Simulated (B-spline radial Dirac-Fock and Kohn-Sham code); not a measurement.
# Photoelectron lines of Ga⁴⁺ at 6000 eV

System: the Ga⁴⁺ ion, configuration 1s2 2s2 2p6 3s2 3p6 3d9.

Input of the calculation (task.json; shells as n, l, electrons):

```json
{"items": [{
  "Z": 31,
  "q": 4,
  "cfg": [[1, 0, 2], [2, 0, 2], [2, 1, 6], [3, 0, 2], [3, 1, 6], [3, 2, 9]],
  "A": 69,
  "rrms": 3.9973,
  "do": ["binding", "quiet", "photo"],
  "hv": [709.0, 800, 1486.9, 1820.0, 2600.0, 3170.0, 4000, 4110.0, 5414.7, 6000, 22162.9, 26200.0, 59318.2, 80000, 123000.0, 198000.0]
}]}
```

Command: `python xray_run.py task.json out`

Model: the independent-particle Dirac-Slater model, thresholds from Dirac-Fock. Program: a radial atomic solver. The asymmetry parameter β is from the dipole term alone. Kinetic energies are from the vacuum level. Open shells are spread statistically over j, without multiplet splitting.

```tsv
subshell	electrons	binding (eV)	kinetic (eV)	σ (kb)	β
2s	2	1378.6	4621.4	?	?
2p1/2	2	1217.2	4782.8	2.75	1.16
2p3/2	4	1190.1	4809.9	5.08	1.17
3s	2	232.2	5767.8	0.907	2.00
3p1/2	2	178.7	5821.3	0.357	1.09
3p3/2	4	175.0	5825.0	0.658	1.10
3d3/2	3.6	86.19	5913.8	0.0303	0.53
3d5/2	5.4	85.64	5914.4	0.0434	0.52
```

Q: What are σ and β for 2s?

A: σ = 5.95 kb, the largest of all subshells and 38 % of the total, and β = 2.00.
